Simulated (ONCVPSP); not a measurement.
# Which change was made? (Yb, ONCV)

Yb (Z = 70), optimised norm-conserving Vanderbilt (ONCV), made with ONCVPSP 4.0.1 (LDA (Perdew-Wang 92), fully relativistic). Core [Kr] 4d10 4f13, reference 5s2 5p6 5d1 6s2. Waves: 5s+6s: rc 1.80 bohr, ncon 4, nbas 7, qcut 7 1/bohr, 2 projectors; 5p: rc 1.45 bohr, ncon 3, nbas 8, qcut 6.6 1/bohr, 3 projectors, debl 0.9 Ha; 5d: rc 2.55 bohr, ncon 4, nbas 9, qcut 5.5 1/bohr, 2 projectors, debl 1.5 Ha. Local part: polynomial inside 1.25 bohr (lpopt 1, dvloc0 0 Ha). Core correction: none.

Open shells are filled in proportion to 2j + 1.

In the p channel the program set the typed energies aside and used -1.076, 0.250, 1.150 Ha (j = l + 1/2; the other j can differ).

Cutoffs, loose and tight: the cutoffs (Ha) at which the residual kinetic energy of the hardest occupied pseudo-wave falls to 1 and 0.1 mHa per electron. They do not see the model core or the augmentation charge, which bear on the density cutoff. Test errors are all-electron minus pseudo excitation energies from the reference, over the configurations 5s2 5p6 5d1 6s1; 5s2 5p6 5d1 6s0; 5s2 5p6 5d0 6s0; 5s2 5p6 5d2 6s1; variants that change the core or the reference have their own tests. The largest error is taken over the tests solved by every variant that gives reliable tests at all, those not shown here included: 5s2 5p6 5d1 6s0; 5s2 5p6 5d1 6s1; 5s2 5p6 5d2 6s1.

The base gives: outcome: generated, projector energies reset by the program; cutoff, loose: 19 Ha; cutoff, tight: 63 Ha; bound ghosts: d3/2; GHOST(+) flags above zero: s; largest test error (meV): +20.

Question: After one change the result is: outcome: generated, projector energies reset by the program; cutoff, loose: 66 Ha; cutoff, tight: 280 Ha; bound ghosts: p3/2, p1/2, d3/2; GHOST(+) flags above zero: s, p3/2, d5/2, p1/2; largest test error (meV): +20. Which change was it?
A. p: rc 1.02; local potential polynomial inside 1.02 bohr (lpopt 1, dvloc0 0 Ha)
B. scalar-relativistic
C. all radii scaled by about 1.20 (s 2.16, p 1.74, d 3.06 bohr); local potential polynomial inside 1.50 bohr (lpopt 1, dvloc0 0 Ha)

Answer: A. The others give: scalar-relativistic → outcome: generated, projector energies reset by the program; cutoff, loose: 19 Ha; cutoff, tight: 52 Ha; bound ghosts: none; GHOST(+) flags above zero: s, d; largest test error (meV): +13 | all radii scaled by about 1.20 (s 2.16, p 1.74, d 3.06 bohr); local potential polynomial inside 1.50 bohr (lpopt 1, dvloc0 0 Ha) → outcome: generated, projector energies reset by the program; cutoff, loose: 14 Ha; cutoff, tight: 19 Ha; bound ghosts: p1/2; GHOST(+) flags above zero: p1/2; largest test error (meV): +18.
